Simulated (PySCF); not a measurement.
PySCF input (TPSSh/def2-TZVPD):

```python
from pyscf import gto, scf, dft

mol = gto.M(
    atom='''
    In    0.10624869    0.36267577    0.24826904
    Cl    2.13723581   -0.64564776   -0.76271963
    Cl   -0.99894795   -1.37131628    1.63950414
    Cl   -1.44453407    0.97160447   -1.59238352
    ''',
    basis='def2-tzvpd',
    ecp='def2-tzvp',
    charge=-1,
    spin=1,
    verbose=4,
)

mf = dft.UKS(mol, xc='tpssh').density_fit(auxbasis='def2-universal-jkfit')
mf.grids.level = 3
mf.conv_tol = 1e-9
mf.max_cycle = 100
mf.max_memory = 1500
mf.kernel()
if not mf.converged:
    mf = mf.newton()
    mf.kernel(mf.make_rdm1())
for _ in range(2):
    mo, _, stable, _ = mf.stability(return_status=True)
    if stable:
        break
    mf.kernel(mf.make_rdm1(mo, mf.mo_occ))
mf.analyze()
```

End of the output:

```
Extra cycle  E= -1570.99717914689  delta_E= -5.91e-12  |g|= 2.46e-06  |ddm|= 5.7e-06
converged SCF energy = -1570.99717914689  <S^2> = 0.75255931  2S+1 = 2.0025577
uhf_internal: lowest eigs of H = [0.23433785 0.23457602 0.24545924]
<class 'pyscf.df.df_jk.DFUKS'> wavefunction is stable in the internal stability analysis
**** SCF Summaries ****
Total Energy =                       -1570.997179146886538
Nuclear Repulsion Energy =             342.506287583212043
One-electron Energy =                -2939.041718496476278
Two-electron Energy =                 1025.538251766377698
Two-electron Coulomb Energy =         1127.279123233301334
DFT Exchange-Correlation Energy =     -101.740871466923664
HOMO-LUMO gap [eV] =                     1.598748169552780
**** MO energy ****
                             alpha | beta                alpha | beta
MO #1   energy= -101.187509106518  | -101.186522305102  occ= 1 | 1
MO #2   energy= -101.187506718771  | -101.18651989507   occ= 1 | 1
MO #3   energy= -101.187504012295  | -101.186517180642  occ= 1 | 1
MO #4   energy= -9.1889760773324   | -9.18814420985901  occ= 1 | 1
MO #5   energy= -9.18897463398813  | -9.18814273473518  occ= 1 | 1
MO #6   energy= -9.18896888992633  | -9.18813666892528  occ= 1 | 1
MO #7   energy= -6.93435957100629  | -6.93182388441869  occ= 1 | 1
MO #8   energy= -6.93434295186522  | -6.9318085811731   occ= 1 | 1
MO #9   energy= -6.93433950423285  | -6.93180597678308  occ= 1 | 1
MO #10  energy= -6.92949716219295  | -6.92878828525227  occ= 1 | 1
MO #11  energy= -6.92949175383059  | -6.9287838614369   occ= 1 | 1
MO #12  energy= -6.9294882496407   | -6.92878160337091  occ= 1 | 1
MO #13  energy= -6.92922506297357  | -6.92870058140708  occ= 1 | 1
MO #14  energy= -6.92921532127459  | -6.92869082409036  occ= 1 | 1
MO #15  energy= -6.92921155841035  | -6.928687193272    occ= 1 | 1
MO #16  energy= -4.46084569743439  | -4.45935310463753  occ= 1 | 1
MO #17  energy= -2.87681665110624  | -2.87415621505513  occ= 1 | 1
MO #18  energy= -2.8742154076012   | -2.87342781143748  occ= 1 | 1
MO #19  energy= -2.87421484116859  | -2.87342726354542  occ= 1 | 1
MO #20  energy= -0.619655265337989 | -0.614905628425351 occ= 1 | 1
MO #21  energy= -0.619654603925889 | -0.614904911008026 occ= 1 | 1
MO #22  energy= -0.612501502296115 | -0.606931799523928 occ= 1 | 1
MO #23  energy= -0.585113764053603 | -0.580893655474213 occ= 1 | 1
MO #24  energy= -0.585113453458451 | -0.580893366484991 occ= 1 | 1
MO #25  energy= -0.581208998529637 | -0.575681706243254 occ= 1 | 1
MO #26  energy= -0.566430514741014 | -0.56158816329527  occ= 1 | 1
MO #27  energy= -0.566430228506755 | -0.561587767397019 occ= 1 | 1
MO #28  energy= -0.253136433411329 | -0.239236853872118 occ= 1 | 1
MO #29  energy= -0.175505314932293 | -0.16565484294768  occ= 1 | 1
MO #30  energy= -0.175503861099224 | -0.165653341677726 occ= 1 | 1
MO #31  energy= -0.149833005420676 | -0.145024016755437 occ= 1 | 1
MO #32  energy= -0.139486804601285 | -0.136124154047048 occ= 1 | 1
MO #33  energy= -0.139484316742851 | -0.136121990570154 occ= 1 | 1
MO #34  energy= -0.133618041865161 | -0.131936245842487 occ= 1 | 1
MO #35  energy= -0.133616963526133 | -0.131935130122675 occ= 1 | 1
MO #36  energy= -0.130431550037164 | -0.128772347525518 occ= 1 | 1
MO #37  energy= -0.0506090354434534 | 0.00814387660511784 occ= 1 | 0
MO #38  energy= 0.111331587578452  | 0.117339146013264  occ= 0 | 0
MO #39  energy= 0.113612782475328  | 0.123092020103267  occ= 0 | 0
MO #40  energy= 0.119751531401949  | 0.126260010030144  occ= 0 | 0
MO #41  energy= 0.119751809477763  | 0.126260269724645  occ= 0 | 0
MO #42  energy= 0.152988351484691  | 0.161402913088347  occ= 0 | 0
MO #43  energy= 0.152988560912643  | 0.161403124459755  occ= 0 | 0
MO #44  energy= 0.16046844923202   | 0.164874535203431  occ= 0 | 0
MO #45  energy= 0.16893809129061   | 0.17275418626949   occ= 0 | 0
MO #46  energy= 0.168939245078512  | 0.17275573761657   occ= 0 | 0
MO #47  energy= 0.176875799574097  | 0.183793546658192  occ= 0 | 0
MO #48  energy= 0.187294820195091  | 0.191908582864664  occ= 0 | 0
MO #49  energy= 0.187295891240225  | 0.191909427506126  occ= 0 | 0
MO #50  energy= 0.190567577770188  | 0.194171905388623  occ= 0 | 0
MO #51  energy= 0.203517732420092  | 0.204629730483691  occ= 0 | 0
MO #52  energy= 0.204573597473698  | 0.20883561044528   occ= 0 | 0
MO #53  energy= 0.204574265059976  | 0.208835912084209  occ= 0 | 0
MO #54  energy= 0.210542665655421  | 0.219081618145148  occ= 0 | 0
MO #55  energy= 0.210545441666389  | 0.219086124556463  occ= 0 | 0
MO #56  energy= 0.241779930679599  | 0.249930691581902  occ= 0 | 0
MO #57  energy= 0.256779756712704  | 0.26318295162015   occ= 0 | 0
MO #58  energy= 0.256784599042232  | 0.263185714474944  occ= 0 | 0
MO #59  energy= 0.298335853366     | 0.300894749003923  occ= 0 | 0
MO #60  energy= 0.325618187977162  | 0.329206415327226  occ= 0 | 0
MO #61  energy= 0.325633226524525  | 0.329221256311317  occ= 0 | 0
MO #62  energy= 0.33038571900538   | 0.333303964188511  occ= 0 | 0
MO #63  energy= 0.342353407716844  | 0.344783731006464  occ= 0 | 0
MO #64  energy= 0.342355103270023  | 0.344785020110667  occ= 0 | 0
MO #65  energy= 0.346311287859773  | 0.353115325883571  occ= 0 | 0
MO #66  energy= 0.357047362812383  | 0.35794706593114   occ= 0 | 0
MO #67  energy= 0.361641501042565  | 0.366738003717991  occ= 0 | 0
MO #68  energy= 0.361644381670083  | 0.366741145838763  occ= 0 | 0
MO #69  energy= 0.373379543563621  | 0.374941325544867  occ= 0 | 0
MO #70  energy= 0.37337995506966   | 0.37494171965734   occ= 0 | 0
MO #71  energy= 0.387004273386372  | 0.394401302728881  occ= 0 | 0
MO #72  energy= 0.397188744279896  | 0.400364736242238  occ= 0 | 0
MO #73  energy= 0.397190190773037  | 0.400365958061016  occ= 0 | 0
MO #74  energy= 0.426300433894508  | 0.43001680900061   occ= 0 | 0
MO #75  energy= 0.426303278712713  | 0.43458209736762   occ= 0 | 0
MO #76  energy= 0.428166962901438  | 0.434584272120015  occ= 0 | 0
MO #77  energy= 0.471770487718378  | 0.475853291273896  occ= 0 | 0
MO #78  energy= 0.479686342902908  | 0.485974006691973  occ= 0 | 0
MO #79  energy= 0.479693378055399  | 0.485981571796644  occ= 0 | 0
MO #80  energy= 0.502954451527615  | 0.513162067891808  occ= 0 | 0
MO #81  energy= 0.502955228497577  | 0.513162701576417  occ= 0 | 0
MO #82  energy= 0.516475171835675  | 0.526400178138698  occ= 0 | 0
MO #83  energy= 0.63281694008292   | 0.636976555665052  occ= 0 | 0
MO #84  energy= 0.632823691969341  | 0.636983187683457  occ= 0 | 0
MO #85  energy= 0.640789679026776  | 0.648332765948184  occ= 0 | 0
MO #86  energy= 0.651291642189439  | 0.652356302483173  occ= 0 | 0
MO #87  energy= 0.659996142616505  | 0.665977642151618  occ= 0 | 0
MO #88  energy= 0.659999399043342  | 0.665981255615841  occ= 0 | 0
MO #89  energy= 0.728104470479565  | 0.73166519597901   occ= 0 | 0
MO #90  energy= 0.728105954341109  | 0.731666416853478  occ= 0 | 0
MO #91  energy= 0.730440818123678  | 0.733995948255645  occ= 0 | 0
MO #92  energy= 0.747318492465154  | 0.749809956612156  occ= 0 | 0
MO #93  energy= 0.747571514142072  | 0.751164261939891  occ= 0 | 0
MO #94  energy= 0.769866002454418  | 0.774031124926419  occ= 0 | 0
MO #95  energy= 0.769880298299819  | 0.774038950926841  occ= 0 | 0
MO #96  energy= 0.773602498635302  | 0.775771016958825  occ= 0 | 0
MO #97  energy= 0.773606893067894  | 0.775775439935251  occ= 0 | 0
MO #98  energy= 0.775205684695453  | 0.778016580514542  occ= 0 | 0
MO #99  energy= 0.779868160176858  | 0.783169432637182  occ= 0 | 0
MO #100 energy= 0.779874549156905  | 0.783176658190437  occ= 0 | 0
MO #101 energy= 0.786326282848417  | 0.791848374307982  occ= 0 | 0
MO #102 energy= 0.797136481214742  | 0.803146153096254  occ= 0 | 0
MO #103 energy= 0.797138086620259  | 0.803146370818703  occ= 0 | 0
MO #104 energy= 0.813325156221652  | 0.814585974749596  occ= 0 | 0
[...]
```
